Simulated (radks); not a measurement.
Neutral calcium, 20 electrons, occupied as [Ar] 3d2 (not the ground configuration). Method: Dirac Kohn-Sham, PBE, spin-unpolarised, spherical densities, point nucleus; open shells fill j = l - 1/2 first; computed with a radial shooting solver on a logarithmic mesh with Libxc functionals.

Unscreened Slater integrals over Kohn-Sham orbitals (hartree). Large and small components are both included. Empty in this configuration: 3d5/2.

\begin{tabular}{lr}
integral & value \\ \hline
F0(3d3/2,3d3/2) & 0.24001 \\
F2(3d3/2,3d3/2) & 0.090511 \\
F0(3d3/2,3p3/2) & 0.36233 \\
F2(3d3/2,3p3/2) & 0.12782 \\
G1(3d3/2,3p3/2) & 0.14937 \\
G3(3d3/2,3p3/2) & 0.086633 \\
F0(3d3/2,3p1/2) & 0.36291 \\
G1(3d3/2,3p1/2) & 0.14910 \\
F0(3d3/2,3s1/2) & 0.37137 \\
G2(3d3/2,3s1/2) & 0.10442 \\
F0(3d3/2,3d5/2) & 0.23895 \\
F2(3d3/2,3d5/2) & 0.090072 \\
G2(3d3/2,3d5/2) & 0.090060 \\
G4(3d3/2,3d5/2) & 0.053161 \\
F0(3p3/2,3p3/2) & 0.69790 \\
F2(3p3/2,3p3/2) & 0.34844 \\
F0(3p3/2,3p1/2) & 0.70019 \\
G2(3p3/2,3p1/2) & 0.34948 \\
F0(3p3/2,3s1/2) & 0.73254 \\
G1(3p3/2,3s1/2) & 0.48447 \\
F0(3p3/2,3d5/2) & 0.35998 \\
F2(3p3/2,3d5/2) & 0.12649 \\
G1(3p3/2,3d5/2) & 0.14766 \\
G3(3p3/2,3d5/2) & 0.085631 \\
F0(3p1/2,3p1/2) & 0.70249 \\
F0(3p1/2,3s1/2) & 0.73516 \\
G1(3p1/2,3s1/2) & 0.48659 \\
F0(3p1/2,3d5/2) & 0.36055 \\
G3(3p1/2,3d5/2) & 0.085445 \\
F0(3s1/2,3s1/2) & 0.77250 \\
F0(3s1/2,3d5/2) & 0.36890 \\
G2(3s1/2,3d5/2) & 0.10314 \\
F0(3d5/2,3d5/2) & 0.23791 \\
F2(3d5/2,3d5/2) & 0.089640 \\
F4(3d5/2,3d5/2) & 0.052908 \\
\end{tabular}
